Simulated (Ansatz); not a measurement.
Gas-phase electronic energies from Ansatz, PBE0-D4/def2-TZVP geometries. CBS: MP2 limit from def2 TZ/QZ plus the TZ coupled-cluster correction, frozen cores. DFT in def2-TZVPP. B3LYP here is the variant with VWN-RPA as its local correlation; programs differ in this. Elements past krypton have def2 core potentials. For I outer-core shells are correlated without core-valence functions, which leaves a few kJ/mol of doubt a bond. One conformer a species, not always the lowest.

Consider the ligand exchange at the Si–S bond: `F[Si](F)(F)S[Si](F)(F)F` + HI → `F[Si](F)(F)I` + `F[Si](F)(F)S`.

```tsv
level	ΔE (kcal/mol)
B3LYP-D4	-3.3
r2SCAN0-D4	-3.8
HF/def2-TZVPP	-5.3
MP2/CBS(def2)	-5.9
```

What does CCSD(T)/CBS give? (Best estimate.)

Computed: -4.8 kcal/mol. The listed levels differ from it by 1.5, 1.0, -0.5, -1.1 kcal/mol.

What do rigid-rotor, harmonic-oscillator terms from PBE0-D4/def2-TZVP frequencies (298.15 K, 1 bar) make of the CCSD(T)/CBS value? (Estimate.)

The calculation gave: ΔZPE = +1.2 kcal/mol, ΔH = -4.3 kcal/mol, ΔS = 16 J/(mol·K), ΔG = -5.4 kcal/mol. Modes under 50 cm⁻¹ make the entropy rough.

Largest T1 diagnostic among the species: 0.012.

The D4 term adds +2.1 kcal/mol with B3LYP and +1.2 kcal/mol with PBE0; it sums over pairs of atoms, weighted by their polarisabilities, and B3LYP, whose exchange is more repulsive, gets the larger term. At CCSD(T), def2-SVP lies +2.2 kcal/mol from the extrapolated value and def2-TZVPP +1.3 kcal/mol.
